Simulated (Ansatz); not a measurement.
Calculated with Ansatz (gas phase, PBE0-D4/def2-TZVP geometries, no zero-point term in ΔE). CCSD(T)/CBS is the MP2 limit (def2-TZVPP, def2-QZVPP) plus CCSD(T) − MP2 in def2-TZVPP, frozen cores. This one scheme is used for every species, atoms too. DFT in def2-TZVPP. B3LYP here is the variant with VWN-RPA as its local correlation; programs differ in this. No spin–orbit coupling; open shells (•) take unrestricted orbitals. Spin–orbit coupling would lower the free atoms: a little for F, O, S, Si. One conformer a species, not always the lowest.

Reaction (atomization): `O[SiH](F)[S]`• → F• + 2 H• + O• + S• + Si•

```csv
level,ΔE (kcal/mol),difference from CCSD(T)/CBS
LDA (SPW92),593.9,75.4
PBE-D4,521.9,3.4
revPBE-D4,506.5,-12.0
BHLYP-D4,494.2,-24.3
CAM-B3LYP-D4,516.7,-1.8
B3LYP,506.6,-11.9
r2SCANh,512.8,-5.7
r2SCAN0,505.2,-13.3
CCSD/def2-SVP,459.6,-58.9
SCS-MP2/def2-TZVPP,510.0,-8.5
CCSD(T)/CBS,518.5,0
```

Largest T1 diagnostic among the species: 0.014.

From r2SCAN to r2SCAN0 (25 % exact exchange), in def2-TZVPP and without D4, ΔE moves by −13.0 kcal/mol: exact exchange takes away binding that semilocal exchange gives to molecules. Leaving LDA and LC-ωPBE aside and taking each functional with its dispersion term where it has one, the values spread over 27.7 kcal/mol, from BHLYP-D4 to PBE-D4. LDA lies +75.0 kcal/mol from PBE without D4, its usual overbinding. In def2-TZVPP, CCSD(T) changes the Hartree–Fock value by +129.7 kcal/mol (the triples alone add +8.4 kcal/mol) and MP2 by +146.4 kcal/mol; breaking electron pairs costs correlation energy, which Hartree–Fock lacks.

For atomizations the MP2-based limit and the directly extrapolated one differ by several kJ/mol either way, and by 10 to 25 for some Ge, Se and Sn compounds, so smaller differences from it don't rank the levels.
